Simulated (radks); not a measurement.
The bromine ion Br2+, configuration [Ar] 3d10 4s2 4p3 (the NIST ground configuration).

Method: Dirac Kohn-Sham, BLYP, spin-unpolarised, spherical densities, finite nucleus; open shells fill j = l - 1/2 first; Fermi nuclear charge, rms radius 4.1629 fm; computed with a radial shooting solver on a logarithmic mesh with Libxc functionals.

Energy parts (eV):
total: -70905.934
kinetic: 72714.352
electron-nucleus: -170478.100
Hartree: 29359.831
exchange-correlation: -2502.016

Orbitals (lengths in bohr, moments of r in powers of bohr):
| orbital | occ. | eigenvalue (eV) | <1/r> |
|---|---|---|---|
| 1s1/2 | 2 | -13340.67 | 35.66 |
| 2s1/2 | 2 | -1756.619 | 7.955 |
| 2p1/2 | 2 | -1584.589 | 7.924 |
| 2p3/2 | 4 | -1537.045 | 7.664 |
| 3s1/2 | 2 | -261.5362 | 2.606 |
| 3p1/2 | 2 | -201.7339 | 2.489 |
| 3p3/2 | 4 | -194.8835 | 2.427 |
| 3d3/2 | 4 | -91.0926 | 2.165 |
| 3d5/2 | 6 | -90.0032 | 2.149 |
| 4s1/2 | 2 | -41.6278 | 0.8384 |
| 4p1/2 | 2 | -28.4531 | 0.7164 |
| 4p3/2 | 1 | -27.8005 | 0.7025 |

The highest occupied level is 4p3/2 at -27.801 eV. For comparison, the ionisation energy in NIST's Atomic Spectra Database is 34.87 eV (measured). In exact Kohn-Sham theory the highest level is minus the ionisation energy, but local and semilocal functionals leave it too shallow, through self-interaction and a potential that decays too fast; potentials with the right tail come closer. The electron density at the nucleus is 4.439e+04 e/bohr^3. Summed over all electrons, <r^2> = 25.04 bohr^2, which gives a Langevin (diamagnetic) susceptibility term of -19.8 x 10^-6 cm^3/mol.

Beside tabulated values, note that spin-unpolarised runs miss the spin-polarisation part of the exchange energy of open shells.
